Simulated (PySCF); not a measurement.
Substituent effects on chemical shifts

Parent skeleton `[CH2:1]=[CH:2][CH:3]1[SiH2:4][CH:5]1[CH3:6]`; one hydrogen on atom 3 is replaced by X. Hydrogens on one atom are averaged.

Computational details: NMR shieldings at PBE0/pcSseg-1/GIAO, structure optimised with GFN2-xTB, in PySCF 2.14 (isolated molecule, fast rotation and ring inversion assumed for equivalent nuclei, one computed conformer, no relativistic terms).

Chemical shifts δ = σref − σ; 13C (σ = 186.93 ppm), 29Si (σ = 349.16 ppm), 1H (σ = 31.72 ppm) vs TMS, all at this level.

Parent (X = H): C1 110.3, C2 150.0, C3 24.2, Si4 -112.6, C5 18.0, C6 20.0, H(C1) 4.77, H(C2) 7.01, H(Si4) 2.74 ppm. Effects are Δδ = δ(X) − δ(H), positive for deshielding.

Question: Give Δδ (ppm) for X = C(S)CH3, NMe2, propynyl, C2H5, CH2OH, nPr, SO2CH3, SO3H, OC2H5.

Answer: 
```tsv
X	SMILES	C1	C2	C3	Si4	C5	C6	H(C1)	H(C2)	H(Si4)
C(S)CH3	C=C[C@@]1(C(C)=S)[SiH2][C@@H]1C	+6.4	-2.2	+43.9	+68.9	+21.0	-9.4	+0.47	+0.05	+0.86
NMe2	C=C[C@@]1(N(C)C)[SiH2][C@@H]1C	-0.1	-2.1	+36.3	+4.6	+12.6	-6.5	-0.03	+0.10	-0.08
propynyl	C=C[C@@]1(C#CC)[SiH2][C@@H]1C	-0.8	+4.5	-1.3	+16.6	+6.3	-2.6	-0.10	+0.04	+0.15
C2H5	C=C[C@@]1(CC)[SiH2][C@@H]1C	+2.2	+7.6	+9.7	+0.2	+12.1	-4.2	+0.07	-0.17	-0.06
CH2OH	C=C[C@@]1(CO)[SiH2][C@H]1C	-0.3	-1.0	+18.5	-8.3	+8.0	-3.2	+0.41	-0.85	+0.04
nPr	C=C[C@@]1(CCC)[SiH2][C@H]1C	+6.0	-5.4	+8.3	-11.0	+8.0	-4.3	+0.61	-0.86	-0.25
SO2CH3	C=C[C@@]1(S(C)(=O)=O)[SiH2][C@H]1C	+15.4	-14.6	+33.4	+0.3	+4.1	-5.3	+1.53	-1.08	+0.56
SO3H	C=C[C@@]1(S(=O)(=O)O)[SiH2][C@@H]1C	+5.3	-9.1	+35.2	+21.6	+1.0	-6.2	+0.36	+0.26	+0.75
OC2H5	C=C[C@@]1(OCC)[SiH2][C@@H]1C	-1.0	+4.8	+53.8	-6.5	+15.0	-6.0	-0.06	+0.27	+0.00
```

Question: Which position responds most, and to which substituents?

Answer: Si4: from -11.0 ppm with nPr to +68.9 ppm with C(S)CH3.
